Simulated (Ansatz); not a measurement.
Two members of one family (InAs nanocrystals, H-capped), computed with Ansatz in the gas phase; def2 core potentials for In, no spin–orbit coupling. Binding counts from free atoms in the multiplicity of their measured ground term, without zero-point energy. Sets without diffuse functions give affinities that are too small. A dash marks a value that wasn't run or was left out as unsound. The structures are stationary points that may keep the symmetry of their start. Remarks come from the PBE and PBE0 runs and from stability tests at other levels; not every state was tested. A HOMO above zero means that the electron is unbound at that level and held by the basis, or that self-interaction error raises the level; the energy of removing that electron tells which. HOMO above LUMO (over both spins in singlets and doublets, within one spin in higher multiplets; at PBE or PBE0), or a gap under 0.15 eV within one spin, warns that the state may not be the lowest or that an electron is smeared out.

First: In7As7H20, cut from wurtzite (singlet, charge 0, PBE-D4/def2-SVP geometry).

```xyz
34

In    2.2895    4.1763   -0.5471
As    1.3595    2.8648   -2.7919
As    1.3156    2.1869    1.0235
In   -1.3468    2.1304    0.9614
In    0.0221    0.5070   -2.9566
As   -2.0017    0.8277   -1.2586
As   -1.8937    0.1815    2.7930
In   -3.6350   -1.3239   -0.8367
In    2.6240   -0.0965    0.6122
As    1.5591   -1.1680   -1.5728
As    1.4981   -1.7184    2.4952
In   -1.1316   -2.4224    2.5722
In    0.6372   -3.7158   -1.2046
As   -1.6554   -2.9645    0.0566
H     1.2755    5.5743   -0.3745
H     4.0188    4.0414   -0.6175
H     0.5361    3.8474   -3.6253
H     2.5056    2.7400   -3.7968
H     1.6568    2.5688    2.4661
H    -2.1616    3.6119    1.3670
H    -0.3620    0.0792   -4.5975
H    -2.8843    1.8630   -1.9610
H    -1.3969    0.6835    4.1507
H    -3.3813    0.2203    3.1309
H    -4.5839   -0.9011    0.5677
H    -4.1742   -1.8946   -2.3858
H     4.3524   -0.0381    0.7920
H     2.7974   -1.3184   -2.4614
H     1.8478   -1.1319    3.8648
H     2.3403   -2.9845    2.6319
H    -1.5419   -3.3723    3.9674
H     0.2293   -4.3668   -2.7613
H     1.6687   -4.3916    0.0314
H    -2.3833   -4.2957    0.2655
```

```
             level  HOMO (eV)  LUMO (eV)  gap (eV)  vertical EA (eV)  vertical triplet (eV)  binding per atom (eV)
   PBE-D4/def2-SVP      -5.89      -2.27      3.62              0.92                   3.58                   2.36
r2SCAN-D4/def2-SVP      -6.13      -2.08      4.05                 –                      –                   2.37
  PBE0-D4/def2-SVP      -6.83      -1.56      5.26              0.64                   4.22                   2.35
```

Remarks: HOMO above zero (-1 doublet), gap within one spin near zero at PBE or PBE0 (-1 doublet), gap within one spin near zero at PBE or PBE0 (triplet).

Second: In9As9H26, cut from wurtzite (singlet, charge 0, PBE-D4/def2-SVP geometry).

```xyz
44

As   -4.0308   -0.8174   -1.0125
In   -2.4829   -2.2050    0.6765
As   -1.3185   -3.8286   -1.2668
In   -1.6360    1.2697    3.1368
As   -0.5827   -0.5119    1.2834
In    1.2818   -1.8728    2.5154
In    1.2821   -3.7596   -1.9441
As    2.3331   -3.5080    0.5171
As    3.3418   -0.1632    2.5897
In   -3.0201    0.0687   -3.4268
In   -2.8022    3.7984   -0.3944
As   -1.1345    3.4769    1.7017
As   -1.6364    1.9470   -2.0955
In    0.3432    0.7654   -0.8425
As    1.3502   -1.1564   -2.5559
In    1.4698    4.1824    1.6843
As    2.3556    2.3003   -0.1486
In    4.4997    0.7309    0.2445
H    -5.3859   -1.5199   -1.0770
H    -4.4772    0.3881   -0.1893
H    -3.2153   -3.2953    1.8134
H    -1.6675   -5.3040   -1.0638
H    -2.0395   -3.6592   -2.6022
H    -3.3361    0.8626    3.1417
H    -0.5391    1.1061    4.4891
H     0.9882   -2.9247    3.8663
H     1.9111   -4.9706   -3.0128
H     2.5971   -4.9280    1.0174
H     3.7904   -3.1432    0.2458
H     2.7931    1.0354    3.3609
H     4.3115   -0.6549    3.6644
H    -4.3419    0.7039   -4.3553
H    -1.9766   -1.2691   -3.8686
H    -4.3055    2.9970    0.0029
H    -2.5933    5.3348   -1.1836
H    -1.6946    4.5427    2.6536
H    -0.8331    2.6837   -3.1706
H     0.7332   -1.0346   -3.9465
H     2.7929   -0.8518   -2.9456
H     2.1870    3.5793    3.1610
H     1.7390    5.7218    0.9206
H     2.6091    2.9830   -1.4951
H     4.4020   -0.7077   -0.7516
H     5.9380    1.6077    0.6628
```

Problem. Estimate how these quantities change from the first to the second (second minus first).

Solution. 
| level | Δ HOMO (eV) | Δ LUMO (eV) | Δ gap (eV) | Δ vertical EA (eV) | Δ vertical triplet (eV) | Δ binding per atom (eV) |
| --- | --- | --- | --- | --- | --- | --- |
| PBE-D4/def2-SVP | 0.39 | -0.31 | -0.70 | 0.37 | -0.51 | -0.01 |
| r2SCAN-D4/def2-SVP | 0.41 | -0.34 | -0.75 | – | – | -0.01 |
| PBE0-D4/def2-SVP | 0.42 | -0.32 | -0.73 | 0.38 | -0.56 | -0.01 |

Remarks: HOMO above zero (-1 doublet), gap within one spin near zero at PBE or PBE0 (-1 doublet), gap within one spin near zero at PBE or PBE0 (triplet).
